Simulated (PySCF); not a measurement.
## From computed data to an observable: dipole moment from atomic charges

Ga(H)2(OMe) (CH5GaO), SMILES C[O][GaH2]. Atoms are numbered in the order given.

```xyz
8

Ga     0.0502    -0.7785     0.0000
H     -1.0835    -1.8482     0.0000
H      1.6111    -0.9408     0.0000
O     -0.5682     0.9022     0.0000
C      0.2035     2.0743     0.0000
H      1.2958     1.8836     0.0000
H     -0.0276     2.6877     0.8908
H     -0.0276     2.6877    -0.8908
```

Geometry optimised at B3LYP-D3(BJ)/def2-SVP.

Charges (e) from HF/def2-TZVPD run with PySCF:

```csv
atom,ESP fit,IAO
Ga1,0.917,0.887
H2,-0.258,-0.185
H3,-0.257,-0.203
O4,-0.561,-0.717
C5,0.078,-0.092
H6,0.015,0.087
H7,0.033,0.112
H8,0.033,0.112
```

The dipole moment of the full density is 1.35 D.

Problem. What dipole moment does each set of point charges give, and which comes closer to that of the density?

Solution. 
μ = Σ q r, and 1 e Å = 4.8032 D.
ESP fit: Σ q r = (0.264, -0.134, 0.000) e Å, |μ| = 1.42 D.
IAO: Σ q r = (0.413, -0.229, 0.000) e Å, |μ| = 2.27 D.
ESP fit comes closer in size. Point charges leave out the atoms' own dipoles (lone pairs, polarised bonds); fits to the potential absorb them, partitions of the density don't.
